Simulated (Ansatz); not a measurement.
Program: Ansatz. Geometries: PBE0-D4/def2-TZVP. ΔE: electronic, gas phase. CCSD(T)/CBS adds triple-zeta CCSD(T) − MP2 to the extrapolated MP2 energy (def2 sets, frozen cores). This one scheme is used for every species. Functionals use def2-TZVPP. Each species was taken in one conformer, which may not be the lowest.

Reaction (redistribution): `[NH2][Al]([NH2])[F]` + `OP[SiH2][SiH3]` → `[NH2][Al]([F])[PH]O` + `N[SiH2][SiH3]`

```json
{"species": "`[NH2][Al]([NH2])[F]`", "ωB97X-V energy (Eh)": "-454.34003"}
{"species": "`OP[SiH2][SiH3]`", "ωB97X-V energy (Eh)": "-999.66717"}
{"species": "`[NH2][Al]([F])[PH]O`", "ωB97X-V energy (Eh)": "-816.09925"}
{"species": "`N[SiH2][SiH3]`", "ωB97X-V energy (Eh)": "-637.89560"}
```

(1) Work out ΔE.

Largest T1 diagnostic among the species: 0.014.

## Answers

(1) ΔE = (-816.09925) + (-637.89560) − (-454.34003) − (-999.66717) = 0.01235 Eh = +0.34 eV. CCSD(T)/CBS gives +0.38 eV.

In def2-TZVPP, CCSD(T) changes the Hartree–Fock value by +0.05 eV (the triples alone add +0.01 eV) and MP2 by +0.07 eV.
